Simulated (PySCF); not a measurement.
Species: 4-methylspiro(2.4)hepta-4,6-diene, C8H10.
Z-matrix (Å and degrees, PBE0-D3(BJ)/def2-SVP geometry), rows numbered from 1:
```
C 
C   1  1.4870
C   2  1.3578  1  128.41
C   3  1.4587  2  109.77  1  -179.97
C   4  1.3533  3  109.20  2     0.00
C   5  1.4760  4  108.01  3    -0.03
C   6  1.5223  2  121.90  1    34.69
C   7  1.4787  6   60.95  2  -110.13
H   1  1.0988  2  110.99  3    -0.01
H   1  1.1040  2  111.89  3  -120.19
H   1  1.1040  2  111.88  3   120.18
H   3  1.0916  2  125.28  1     0.03
H   4  1.0910  3  124.75  2  -179.97
H   5  1.0906  4  127.72  3  -179.97
H   7  1.0924  6  116.55  8  -110.03
H   7  1.0931  6  116.47  8   109.69
H   8  1.0924  6  116.53  7   110.05
H   8  1.0931  6  116.46  7  -109.70
```

Level: B3LYP/def2-SVPD in PySCF, non-relativistic, on one gas-phase PBE0-D3(BJ)/def2-SVP geometry that isn't relaxed in the solvent. The solvent is an IEF-PCM continuum (van der Waals radii × 1.2). Specific hydrogen bonds and non-electrostatic terms are outside this model.

Gas phase at B3LYP/def2-SVPD: HOMO -5.71 eV, LUMO -0.69 eV, dipole 1.17 D.

What does the continuum do to the energy, the frontier levels and the dipole at B3LYP/def2-SVPD in benzene and methanol?

```csv
solvent,ε,E(solvent) − E(gas) (kcal/mol),polarisation term (kcal/mol),distortion of the solute (kcal/mol),HOMO (eV),LUMO (eV),dipole (D)
benzene,2.271,-1.36,-1.45,0.09,-5.73,-0.68,1.45
methanol,32.61,-3.24,-3.79,0.55,-5.80,-0.73,1.84
```

The first energy column is the sum of the next two and covers electrostatics alone. From benzene to methanol the lowering changes by a factor 2.39, Onsager's factor (ε − 1)/(2ε + 1) by 2.08 and ε itself by 14.4.

Which radius a makes the point-dipole formula ΔE = −[(ε − 1)/(2ε + 1)]·μ²/a³ give the value in methanol, with the gas-phase dipole?

μ = 0.462 au and |ΔE| = 0.00517 Eh give a = 1.43 Å; the farthest nucleus lies 3.36 Å from the centroid of the nuclei, so such a sphere wouldn't even hold the nuclei. The formula assumes a rigid point dipole at the centre of a sphere.

How does the static polarisability (B3LYP/def2-SVPD, frozen core, with the continuum's full static response) change?

| medium | isotropic (au) | principal values (au) | ⟨r²⟩ of the electrons (bohr²) |
| --- | --- | --- | --- |
| gas | 91.9 | 67.8, 97.3, 110.7 | 884.4 |
| benzene | 106.9 | 78.0, 112.4, 130.4 | 884.0 |
| methanol | 129.5 | 96.8, 133.6, 158.1 | 883.4 |

The isotropic value in methanol is 1.41 times the gas-phase one; no cavity-field correction is applied. ⟨r²⟩ is taken about the centre of nuclear charge.
